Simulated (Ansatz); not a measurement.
**Match the barriers**

Saddle point of CH$_{6}$Ge, closed shell (GeH₂ + CH₄ → CH₄Ge ([CH2][GeH2]) + H₂; bonds formed: Ge1–C3, H2–H4; bonds broken: H2–C3, C3–H4), PBE0-D4/def2-TZVP structure:

Ge1  (-0.132, 0.651, 1.352)
H2  (-0.444, -0.370, -0.962)
C3  (0.597, -0.228, -0.265)
H4  (-0.048, -0.773, -1.682)
H5  (-1.305, -0.309, 1.751)
H6  (-0.925, 1.859, 0.744)
H7  (0.987, -1.227, -0.092)
H8  (1.270, 0.397, -0.847)
(Å)

Computed with Ansatz 0.2.0 (basis: def2-TZVPP, with def2-QZVPP for the basis limit); correlated methods freeze the cores. Filled d shells of the heavier atoms are correlated. The def2 sets are not built for correlating such inner shells, so the correlated values are less sure here. Extrapolation: Hartree–Fock as exp(−7.88 √X), correlation as X^−2.97. Four methods, as single points on the PBE0-D4 structures, gave these electronic barriers from the start structure: 48.22, 59.78, 64.42, 81.19 kcal/mol.

(1) The methods were, in alphabetical order, HF, MP2, PBE0-D4, SPW92. Which gave which? (Judge from chemistry; the calculation decides.)

The T1 diagnostic stays at or below 0.025. The restricted Hartree–Fock reference is unstable towards an unrestricted one at one or more of these structures. The start structure is not quite a true minimum (one mode of 89i cm⁻¹).

Results:

(1) Computed: SPW92 48.22; PBE0-D4 59.78; MP2 64.42; HF 81.19 kcal/mol. For comparison, CCSD(T) at an estimated basis limit (MP2 extrapolated from triple and quadruple zeta, plus CCSD(T) − MP2 in triple zeta) gives 62.27 kcal/mol.

Labels in which every atom is bracketed show which atoms are joined, not bond orders.

For scale, one of the runs: CCSD(T)/def2-TZVPP, 163 basis functions (an equivalent command: `ansatz run in.yaml --threads 2`). Hardware: 2 CPU threads, shared host. Wall time 35 s; peak host memory 1.2 GiB.
